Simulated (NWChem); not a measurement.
# Atomisation of trichloroethylene (C2HCl3)

```xyz
6

Cl    -2.1917    -0.6168     0.0000
C     -0.9604     0.5683     0.0000
C      0.3477     0.2788     0.0000
Cl     0.9658    -1.3170     0.0000
Cl     1.5185     1.5404     0.0000
H     -1.2968     1.6060     0.0000
```
Charge 0, spin multiplicity 1.

The numbers come from NWChem runs, not from measurements. All single points use one geometry, from PBE0/def2-SVP, a minimum by its harmonic frequencies.

Basis set: def2-TZVP. The atomisation energy is electronic alone: no zero-point, thermal, spin-orbit or counterpoise terms. No value is extrapolated to the basis-set limit. Free atoms are single determinants with multiplicities Cl 2, C 3, H 2. Correlated methods freeze the same cores in atoms and molecule, 17 orbitals in all.

Relative cost: rough, from shared machines, SCF included, BHandHLYP = 1. Costs are the molecule's.

B3LYP has NWChem's definition, with VWN1-RPA local correlation. GW and range-separated runs recompute their integrals, the others keep them in memory, which bears on the times. No SCF solution was tested for a lower state. Open-shell Hartree-Fock references start from PBE0 orbitals; any time given for them includes that run.

```csv
method,atomisation energy (kcal/mol),relative cost
BLYP,486.4,under 3
PBE0,504.6,under 3
BHandHLYP,460.4,1
PBE,522.3,under 3
HF,328.0,under 3
MP2,500.2,4
B3LYP,[?],under 3
CAM-B3LYP,[?],40
```

Question: Some entries are withheld; supply them.

Answer: 
- B3LYP, atomisation energy (kcal/mol): 483.8
- CAM-B3LYP, atomisation energy (kcal/mol): 486.9
